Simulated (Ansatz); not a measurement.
Ansatz results at the PBE0-D4/def2-TZVP geometry: ideal-gas entropy at 298 K and 1 bar (rigid rotor, harmonic PBE0-D4/def2-TZVP) 327 J/(mol·K); HOMO–LUMO gap (ωB97M-V/def2-TZVPP) 10.37 eV; LUMO energy (ωB97M-V/def2-TZVPP) 1.60 eV.

Question: Which molecule gave them?
A. `C[Si](N)(O)Cl`
B. `C[Si](C)(F)S`
C. `C[Se][SiH3]`
D. `F[SiH](F)S`

Answer: C. The others give `C[Si](C)(F)S`: 374, 11.52, 1.94; `C[Si](N)(O)Cl`: 359, 12.27, 2.12; `F[SiH](F)S`: 314, 12.36, 1.85.
